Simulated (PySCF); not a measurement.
## Radial density of Fe³⁺ (iron, charge +3)

M06-L, [Ar] 3d5, high-spin 6S determinant. All numbers are calculated (PySCF 2.14, scalar relativity by spin-free X2C-1e, in aug-cc-pVDZ-DK (7s6p4d2f, 59 functions)).

```tsv
r (bohr)	4πr²ρ (e/bohr)	4πr²(ρα − ρβ)
0.00104	0.2283	0.0000
0.00175	0.5758	0.0000
0.00294	1.422	0.0001
0.00494	3.387	0.0002
0.00830	7.592	0.0004
0.0140	15.27	0.0009
0.0235	25.50	0.0015
0.0395	31.41	0.0029
0.0665	26.63	0.0103
0.112	26.20	0.0643
0.188	35.01	0.3975
0.316	19.86	1.8537
0.532	14.33	4.5681
0.895	13.68	4.4368
1.51	2.831	1.4585
2.53	0.1443	0.1284
4.26	0.0001793	0.0002
7.16	2.340e-05	0.0000
```

Densities and radii are taken from the X2C orbitals without a picture-change correction, which distorts them close to the nucleus.
